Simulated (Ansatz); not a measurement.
Born–Oppenheimer molecular dynamics of a periodic cell of 16 atoms, Cl (contents 8 Cl2, density as packed 1.74 g/cm³ with natural masses). It starts from a partly relaxed structure (largest force component 0.28 eV/Å).

Level of theory: Ansatz, DFT PBE-D3(BJ), scalar-relativistic, plane waves, PAW. Settings: cutoff 420 eV, k mesh 1x1x1, fermi-dirac smearing 0.05 eV, no spin polarisation.

| Quantity | Value |
| --- | --- |
| ensemble | NVT, Langevin thermostat |
| time step | 2 fs |
| steps asked | 260 |
| set temperature | 300 K |
| friction | 0.02 /fs |
| seed | 616450 |

Frames 40 fs apart, positions in Å, forces in eV/Å.

Velocities at 0.0 fs (Å/ps):

```
Cl 0.71 -2.80 3.62
Cl -0.76 -1.76 2.09
Cl -4.98 -1.02 -0.61
Cl 2.64 -2.85 2.23
Cl -1.89 2.39 2.14
Cl 2.08 1.90 1.95
Cl -4.98 2.81 -1.74
Cl 1.51 -0.61 2.40
Cl -2.88 1.10 -2.65
Cl 0.77 3.37 -0.08
Cl 0.61 -1.07 3.54
Cl 4.37 3.14 0.47
Cl 0.73 -2.77 -0.73
Cl 1.11 0.71 -2.51
Cl 0.20 -0.90 -1.39
Cl 0.76 -1.65 -8.75
```

```xyz
16
Lattice="8.1433 0.0000 0.0000 0.0000 8.1433 0.0000 0.0000 0.0000 8.1433" Properties=species:S:1:pos:R:3:forces:R:3 time_fs=0.0 energy_less_start_eV=0.000 T=281
Cl 3.727 4.247 0.882 0.09 -0.24 -0.21
Cl 5.195 2.994 0.224 -0.28 0.24 0.17
Cl -0.151 -0.276 7.770 -0.09 -0.08 -0.01
Cl -0.254 1.807 7.742 0.01 0.12 0.02
Cl 8.004 4.944 7.656 -0.01 0.03 0.02
Cl 7.269 5.257 5.743 0.04 0.03 0.03
Cl 3.112 8.378 5.769 -0.01 0.10 0.03
Cl 3.177 6.293 5.848 0.00 -0.10 0.02
Cl 6.317 6.837 3.968 -0.07 -0.03 -0.09
Cl 5.935 6.804 1.996 0.09 -0.11 0.05
Cl 3.195 3.405 5.739 -0.04 0.04 0.02
Cl 2.384 3.530 3.904 0.08 0.01 -0.02
Cl 7.691 1.883 4.864 0.04 0.02 -0.26
Cl 7.694 1.981 2.771 0.03 -0.05 0.14
Cl 2.946 0.221 2.724 0.07 -0.01 -0.04
Cl 3.044 0.217 0.640 0.06 0.03 0.13
16
Lattice="8.1433 0.0000 0.0000 0.0000 8.1433 0.0000 0.0000 0.0000 8.1433" Properties=species:S:1:pos:R:3:forces:R:3 time_fs=40.0 energy_less_start_eV=0.213 T=321
Cl 3.742 4.156 0.874 -0.29 0.00 -0.04
Cl 5.183 2.878 0.298 0.19 0.08 0.09
Cl -0.269 -0.326 7.812 0.38 0.53 -0.05
Cl -0.150 1.821 7.762 -0.27 -0.40 -0.03
Cl 8.055 4.938 7.657 -0.32 0.15 -0.42
Cl 7.341 5.374 5.690 0.11 -0.16 0.32
Cl 3.089 8.504 5.658 0.06 0.02 0.25
Cl 3.151 6.448 5.925 0.01 -0.34 -0.17
Cl 6.246 6.921 3.950 -0.08 -0.19 -0.16
Cl 5.977 6.856 1.950 0.12 -0.19 0.36
Cl 3.168 3.443 5.904 0.10 0.14 0.47
Cl 2.569 3.683 4.030 -0.10 -0.01 -0.76
Cl 7.732 1.747 4.802 0.12 0.30 0.18
Cl 7.707 2.033 2.769 0.09 -0.15 -0.23
Cl 2.978 0.190 2.634 0.14 0.01 -0.56
Cl 3.196 0.112 0.516 -0.27 0.22 0.75
16
Lattice="8.1433 0.0000 0.0000 0.0000 8.1433 0.0000 0.0000 0.0000 8.1433" Properties=species:S:1:pos:R:3:forces:R:3 time_fs=80.0 energy_less_start_eV=0.293 T=242
Cl 3.712 4.126 0.788 -0.48 0.05 0.04
Cl 5.198 2.840 0.412 0.38 0.06 0.09
Cl -0.246 -0.156 7.833 0.34 -0.38 0.02
Cl -0.136 1.884 7.747 -0.16 0.37 -0.05
Cl 8.065 4.934 7.553 -0.05 0.19 0.31
Cl 7.470 5.546 5.669 -0.06 -0.33 -0.30
Cl 3.162 8.586 5.670 0.06 -0.60 0.43
Cl 3.148 6.475 5.990 0.09 0.28 -0.27
Cl 6.262 6.923 3.872 -0.10 -0.03 0.41
Cl 6.035 6.807 1.903 0.09 -0.29 -0.24
Cl 3.248 3.503 5.923 -0.02 0.21 0.52
Cl 2.740 3.755 4.020 0.00 -0.04 -0.89
Cl 7.731 1.649 4.798 0.24 0.63 -0.32
Cl 7.836 2.090 2.765 -0.03 -0.33 0.19
Cl 3.058 0.075 2.636 0.04 0.17 0.22
Cl 3.361 0.107 0.614 -0.35 0.04 -0.15
16
Lattice="8.1433 0.0000 0.0000 0.0000 8.1433 0.0000 0.0000 0.0000 8.1433" Properties=species:S:1:pos:R:3:forces:R:3 time_fs=120.0 energy_less_start_eV=0.064 T=374
Cl 3.676 4.003 0.725 -0.28 -0.31 -0.13
Cl 5.319 2.839 0.503 0.08 0.40 0.12
Cl -0.082 -0.091 7.867 0.09 0.19 -0.27
Cl -0.146 2.015 7.625 0.05 -0.41 0.31
Cl 8.139 4.943 7.596 -0.27 0.30 -0.27
Cl 7.511 5.496 5.633 0.03 -0.19 0.23
Cl 3.217 8.546 5.759 -0.11 0.01 0.27
Cl 3.011 6.469 5.925 0.32 -0.05 0.01
Cl 6.350 6.894 3.902 -0.16 -0.23 -0.65
Cl 6.137 6.761 1.857 0.17 -0.18 0.82
Cl 3.252 3.693 5.958 -0.44 0.06 -0.78
Cl 2.848 3.693 3.865 0.53 0.04 0.61
Cl 7.724 1.707 4.731 0.35 0.62 -0.60
Cl 7.968 2.074 2.667 -0.18 -0.28 0.43
Cl 3.134 0.157 2.837 0.14 0.25 -0.47
Cl 3.317 0.291 0.731 -0.32 -0.21 0.38
16
Lattice="8.1433 0.0000 0.0000 0.0000 8.1433 0.0000 0.0000 0.0000 8.1433" Properties=species:S:1:pos:R:3:forces:R:3 time_fs=160.0 energy_less_start_eV=-0.235 T=389
Cl 3.508 4.009 0.560 0.32 -0.49 0.14
Cl 5.341 3.039 0.576 -0.67 0.36 -0.05
Cl 0.045 -0.049 7.798 -0.31 -0.39 -0.13
Cl -0.202 1.997 7.732 0.29 0.24 -0.03
Cl 8.182 5.024 7.664 -0.28 0.12 -0.31
Cl 7.562 5.339 5.641 0.14 0.05 0.53
Cl 3.099 8.526 5.811 0.05 0.91 0.26
Cl 2.981 6.500 5.938 0.17 -0.74 0.00
Cl 6.465 6.744 3.945 -0.12 -0.06 -0.08
Cl 6.169 6.676 1.954 0.07 -0.11 -0.01
Cl 3.131 3.778 5.863 -0.03 -0.21 0.26
Cl 2.952 3.720 3.825 0.18 0.18 -0.47
Cl 7.883 1.908 4.676 0.02 0.16 -0.12
Cl 7.936 2.075 2.603 0.00 -0.08 0.13
Cl 3.144 0.294 2.979 -0.04 0.04 0.44
Cl 3.054 0.286 0.944 0.19 0.01 -0.57
16
Lattice="8.1433 0.0000 0.0000 0.0000 8.1433 0.0000 0.0000 0.0000 8.1433" Properties=species:S:1:pos:R:3:forces:R:3 time_fs=200.0 energy_less_start_eV=-0.224 T=225
Cl 3.443 3.999 0.482 -0.58 0.00 0.34
Cl 5.261 3.182 0.578 0.26 -0.17 -0.09
Cl -0.085 -0.131 7.655 -0.08 -0.14 0.07
Cl -0.174 1.940 7.776 0.21 0.17 -0.19
Cl 8.228 5.118 7.587 -0.24 -0.13 0.40
Cl 7.615 5.237 5.607 0.04 0.15 0.08
Cl 3.147 8.624 5.785 -0.10 -0.64 0.50
Cl 3.103 6.420 6.011 0.00 0.74 -0.25
Cl 6.512 6.614 3.938 -0.20 -0.02 -0.46
Cl 6.210 6.616 1.925 0.05 -0.02 0.16
Cl 2.944 3.796 5.879 0.48 -0.13 -0.26
Cl 2.952 3.813 3.795 0.04 0.12 -0.11
Cl 8.004 1.927 4.707 -0.08 0.00 0.25
Cl 7.996 1.938 2.657 -0.05 0.04 -0.30
Cl 3.092 0.340 3.028 -0.01 0.04 -0.18
Cl 2.954 0.347 0.933 0.27 0.00 0.04
16
Lattice="8.1433 0.0000 0.0000 0.0000 8.1433 0.0000 0.0000 0.0000 8.1433" Properties=species:S:1:pos:R:3:forces:R:3 time_fs=240.0 energy_less_start_eV=-0.198 T=289
Cl 3.307 4.077 0.540 0.09 -0.27 0.18
Cl 5.185 3.295 0.537 -0.21 0.07 0.01
Cl -0.283 -0.172 7.589 0.17 0.53 0.12
Cl -0.281 1.995 7.632 0.27 -0.62 0.13
Cl 8.217 5.084 7.638 -0.44 -0.13 -0.34
Cl 7.753 5.153 5.546 -0.07 0.48 0.75
Cl 3.121 8.591 5.833 -0.04 1.19 0.15
Cl 3.149 6.583 5.957 0.01 -1.05 0.05
Cl 6.464 6.588 3.911 0.10 -0.25 0.74
Cl 6.322 6.548 1.960 -0.07 0.04 -1.06
Cl 3.063 3.796 5.883 0.06 0.03 -0.39
Cl 2.959 3.906 3.782 0.16 -0.01 0.07
Cl 7.960 1.923 4.796 -0.07 -0.07 -0.39
Cl 7.991 1.876 2.702 -0.14 0.12 0.08
Cl 3.034 0.397 2.939 0.14 -0.02 0.09
Cl 3.032 0.438 0.870 0.03 -0.05 -0.18
16
Lattice="8.1433 0.0000 0.0000 0.0000 8.1433 0.0000 0.0000 0.0000 8.1433" Properties=species:S:1:pos:R:3:forces:R:3 time_fs=280.0 energy_less_start_eV=-0.009 T=345
Cl 3.250 4.188 0.690 0.54 -0.50 -0.07
Cl 5.125 3.351 0.464 -0.53 0.23 0.20
Cl -0.385 -0.189 7.595 0.14 -0.82 0.06
Cl -0.196 1.806 7.585 -0.15 1.03 0.17
Cl 8.021 5.033 7.662 0.05 -0.19 0.30
Cl 7.939 5.196 5.630 -0.25 0.20 0.11
Cl 3.051 8.809 5.933 0.37 -0.89 0.08
Cl 3.331 6.605 5.974 -0.39 0.75 0.00
Cl 6.457 6.649 3.957 0.04 -0.41 -1.57
Cl 6.367 6.456 1.856 -0.01 0.18 1.21
Cl 3.154 3.845 5.891 -0.02 0.02 0.56
Cl 2.968 3.749 3.886 0.11 0.23 -0.80
Cl 7.747 1.792 4.704 0.13 0.14 0.37
Cl 7.938 1.849 2.685 -0.12 0.04 -0.65
Cl 3.011 0.385 2.861 0.13 0.03 0.26
Cl 3.067 0.480 0.806 -0.05 -0.04 -0.24
16
Lattice="8.1433 0.0000 0.0000 0.0000 8.1433 0.0000 0.0000 0.0000 8.1433" Properties=species:S:1:pos:R:3:forces:R:3 time_fs=320.0 energy_less_start_eV=0.104 T=192
Cl 3.309 4.292 0.830 -0.06 -0.32 -0.13
Cl 5.060 3.358 0.441 0.09 -0.02 0.31
Cl -0.263 -0.381 7.579 0.17 1.06 0.24
Cl -0.193 1.827 7.630 -0.26 -0.81 0.09
Cl 8.000 4.854 7.810 0.06 0.33 -1.11
Cl 8.062 5.207 5.667 -0.34 -0.20 0.80
Cl 3.059 8.852 5.979 0.25 -0.15 -0.05
Cl 3.327 6.777 6.037 -0.14 -0.17 -0.16
Cl 6.436 6.650 3.779 0.19 -0.15 0.93
Cl 6.302 6.473 1.841 -0.05 -0.14 -0.75
Cl 3.256 3.874 5.959 -0.28 0.01 -0.35
Cl 3.063 3.723 3.894 0.21 0.37 0.17
Cl 7.664 1.832 4.748 0.39 0.11 -0.66
Cl 7.979 1.904 2.640 -0.35 -0.04 0.43
Cl 3.078 0.360 2.770 0.04 0.06 -0.38
Cl 3.034 0.474 0.654 0.07 0.07 0.63
16
Lattice="8.1433 0.0000 0.0000 0.0000 8.1433 0.0000 0.0000 0.0000 8.1433" Properties=species:S:1:pos:R:3:forces:R:3 time_fs=360.0 energy_less_start_eV=0.022 T=314
Cl 3.266 4.303 0.903 -0.02 -0.32 -0.16
Cl 5.046 3.403 0.556 0.03 0.02 0.26
Cl -0.181 -0.190 7.640 0.00 -1.02 0.14
Cl -0.229 1.793 7.585 -0.06 1.11 0.19
Cl 7.961 4.722 7.759 0.14 0.37 0.14
Cl 7.980 5.345 5.820 -0.18 -0.30 -0.45
Cl 3.200 8.921 6.111 0.04 -0.30 -0.51
Cl 3.297 6.797 6.027 -0.05 0.23 0.14
Cl 6.468 6.549 3.839 -0.10 -0.07 -0.58
Cl 6.228 6.476 1.800 0.15 0.00 0.82
Cl 3.265 3.905 5.944 -0.28 0.16 -0.48
Cl 3.110 3.940 3.833 0.22 0.10 0.36
Cl 7.829 1.905 4.745 0.11 0.03 0.09
Cl 8.024 1.942 2.701 -0.16 0.02 -0.37
Cl 3.138 0.331 2.674 0.08 -0.11 1.72
Cl 3.001 0.645 0.735 0.07 0.08 -1.30
16
Lattice="8.1433 0.0000 0.0000 0.0000 8.1433 0.0000 0.0000 0.0000 8.1433" Properties=species:S:1:pos:R:3:forces:R:3 time_fs=400.0 energy_less_start_eV=-0.023 T=330
Cl 3.299 4.245 0.948 -0.77 0.13 -0.04
Cl 5.109 3.484 0.734 0.72 -0.31 0.04
Cl -0.131 -0.225 7.763 -0.17 0.81 0.06
Cl -0.349 1.901 7.605 0.52 -0.72 0.29
Cl 8.127 4.787 7.842 -0.11 0.53 -0.30
Cl 7.927 5.470 5.861 -0.19 -0.60 -0.10
Cl 3.290 9.028 6.130 -0.12 0.02 -0.23
Cl 3.302 6.957 6.175 0.02 -0.48 -0.02
Cl 6.373 6.458 3.950 -0.03 0.00 0.86
Cl 6.303 6.491 1.986 0.12 0.01 -0.65
Cl 3.216 3.753 5.921 -0.07 0.45 0.32
Cl 3.091 3.994 3.884 0.14 -0.03 -0.28
Cl 7.938 1.938 4.733 0.03 -0.04 -0.35
Cl 8.118 1.899 2.644 -0.29 0.14 0.18
Cl 3.169 0.308 2.883 0.03 0.34 -0.53
Cl 3.103 0.695 0.803 0.15 -0.26 0.73
16
Lattice="8.1433 0.0000 0.0000 0.0000 8.1433 0.0000 0.0000 0.0000 8.1433" Properties=species:S:1:pos:R:3:forces:R:3 time_fs=440.0 energy_less_start_eV=-0.157 T=248
Cl 3.347 4.231 1.014 0.46 -0.41 -0.18
Cl 5.276 3.514 0.863 -0.63 0.17 0.12
Cl -0.057 -0.197 7.762 -0.14 0.09 0.20
Cl -0.285 1.868 7.725 0.42 -0.01 0.01
Cl 8.219 4.960 7.924 -0.03 0.09 -0.13
Cl 7.873 5.375 5.874 -0.25 -0.20 0.26
Cl 3.277 9.148 6.020 0.14 -0.82 0.43
Cl 3.461 7.013 6.288 -0.23 0.27 -0.48
Cl 6.384 6.447 4.239 0.08 -0.02 -0.68
Cl 6.448 6.620 2.199 0.07 -0.05 0.34
Cl 3.201 3.863 5.996 0.04 0.20 0.09
Cl 3.068 3.927 3.923 0.18 0.24 -0.09
Cl 8.006 1.844 4.677 -0.07 0.06 0.18
Cl 8.084 1.865 2.623 -0.12 0.11 -0.21
Cl 3.300 0.297 2.940 -0.07 0.23 -0.20
Cl 3.178 0.565 0.890 0.14 0.03 0.33
```

Of the whole run (520 fs, mean temperature of the second half 300 K): A run of 0.52 ps of so small a system gives no equilibrium averages. Limits of this set-up: coarse k mesh.

Time of the run: 11 min on 1 thread of Arm Neoverse V1, on a shared host, peak memory 0.48 GiB.
